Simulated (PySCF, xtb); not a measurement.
FGa, SMILES [Ga][F] (connectivity only; charge and spin as stated), charge +1, multiplicity 2.

Harmonic wavenumbers (cm⁻¹) from GFN2-xTB run with xtb 6.7.1 at its own minimum, in rising order: 312.

### Question
What does PBE-D3(BJ)/def2-TZVPD run with PySCF give at its own minimum? (The exact figures need the calculation; the answer reports its results.)

### Answer
662. Paired by order, the mean absolute difference is 350 cm⁻¹ and the zero-point energies are 0.4 and 0.9 kcal/mol.
